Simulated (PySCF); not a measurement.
**[Nd(H2O)]3+ at several levels of theory**

Computed with PySCF 2.14.0 (density fitting, no spin-orbit coupling) at the geometry relaxed with TPSS:

```xyz
4
[Nd(H2O)]3+ (singlet in the valence; each metal's 4f electrons, 3 of them, lie in its core potential, out of spins and levels)
Nd    0.0000    0.0000   -0.1158
O     0.0000    0.0000    2.1435
H     0.7885    0.0000    2.7768
H    -0.7885    0.0000    2.7768
```

```
    level                                                 basis    state  HOMO (eV)  gap (eV)  charge on Nd1 (e)  population of f-type functions on Nd1 (polarisation alone where 4f lies in the core)  dipole about the centre of mass (D)  largest force component (eV/Å)
     TPSS     Nd lcecp-1-SVP with ECP49, O def2-SVP, H def2-SVP  singlet     -26.06      4.80               2.54                                                                                  0.02                                 3.04                            0.00
   r2SCAN                                              the same  singlet     -26.28      5.48               2.57                                                                                  0.02                                 2.85                            0.30
CAM-B3LYP                                              the same  singlet     -29.09      9.70               2.57                                                                                  0.02                                 2.71                            0.29
    M06-L                                              the same  singlet     -26.18      5.31               2.59                                                                                  0.02                                 2.70                            0.60
     TPSS  Nd lcecp-1-TZVP with ECP49, O def2-TZVP, H def2-TZVP  singlet     -26.05      4.79               2.64                                                                                  0.03                                 3.08                            0.25
```

In the lcecp rows the 4f levels are missing from HOMO and gap, and the state counts the valence alone.

Charges are Mulliken's, which hang on the basis. The relaxation used the grid (50, 194), these runs (75, 302) or, all-electron (x2c bases, spin-free X2C Hamiltonian), (99, 590).

Question: What does BP86 with Nd lcecp-1-SVP with ECP49, O def2-SVP, H def2-SVP give here?

Answer: state singlet, HOMO (eV) -26.14, gap (eV) 4.70, charge on Nd1 (e) 2.52, population of f-type functions on Nd1 (polarisation alone where 4f lies in the core) 0.02, dipole about the centre of mass (D) 3.14, largest force component (eV/Å) 0.20. Time: 1.6 s on 2 threads of Intel(R) Xeon(R) 6975P-C (Granite Rapids) (shared host), from an already converged density.

In the first row's basis the gap widens with exact exchange: 4.7 to 5.5 eV for BP86, TPSS, M06-L, r2SCAN (none); 9.7 eV for CAM-B3LYP (rising or full at long range).

No frequency check is given that shows the relaxed geometry to be a minimum. An lcecp potential fixes the number of 4f electrons, so in runs with it no electron can move into or out of that shell.
